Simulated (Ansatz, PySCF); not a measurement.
Gas-phase reaction in SMILES: CCl (CH3Cl) -> [CH2-]Cl + H+
Each molecule is optimised on its own at B3LYP-D3(BJ)/def2-TZVP (Ansatz, a first-principles code).
Geometry of the first species:
```
C
H 1 1.0858
H 1 1.0858 2 110.57
H 1 1.0858 2 110.57 3 -122.80
Cl 1 1.7944 2 108.35 3 118.60
```

Wanted: gas-phase deprotonation energy (enthalpy at 298 K, with B3LYP-D3(BJ) rigid-rotor harmonic-oscillator terms from PySCF), in eV. Valence correlation only, unless marked. Spin-orbit coupling is left out. Non-relativistic. Anions need diffuse functions: def2-D sets add few; the other sets have none. CBS(X,Y): correlation extrapolated as X^-3; Hartree-Fock from the larger set.

```tsv
level	program	gas-phase deprotonation energy (eV)	minus last row
PBE/def2-TZVPD	Ansatz	17.11	-0.13
BP86/def2-TZVPD	PySCF	17.09	-0.15
r2SCAN/def2-TZVPD	Ansatz	17.23	-0.01
PW6B95/def2-TZVPD	PySCF	17.29	0.05
RI-MP2/def2-TZVPPD	Ansatz	17.30	0.06
CCSD/6-31G*	Ansatz	18.02	0.78
CCSD/def2-TZVPP	Ansatz	17.52	0.28
CCSD/def2-QZVPPD	Ansatz	17.35	0.11
CCSD(T)/def2-SVPD	Ansatz	17.33	0.09
CCSD(T)/CBS(def2-TZVPPD,def2-QZVPPD)	Ansatz	17.24	0.00
```
